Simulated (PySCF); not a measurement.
# Nb: ionisation energy

Nb [Kr] 4d4 5s1 (6D) → Nb⁺ [Kr] 4d4 (5D), as a difference of total energies. Calculation: PySCF 2.14, in cc-pVTZ-PP with ECP28MDF; a scalar-relativistic core potential. Correlated levels: valence: 4s2 4p6 frozen. The calculations carry no spin-orbit coupling.

| method | ionisation energy (eV) |
| --- | --- |
| UHF | 5.985 |
| M06-L | 6.452 |
| MP2 (valence) | 6.435 |
| SCS-MP2 (valence) | 6.135 |

Problem. How much does correlation contribute at MP2 (valence)?

Solution. 6.435 − (5.985) = 0.450 eV, measured against UHF.

Errors of the correlated levels include the incompleteness of this basis and the frozen core.

For comparison: 6.776 eV (measured; NIST levels, between the centres of gravity of the two terms).
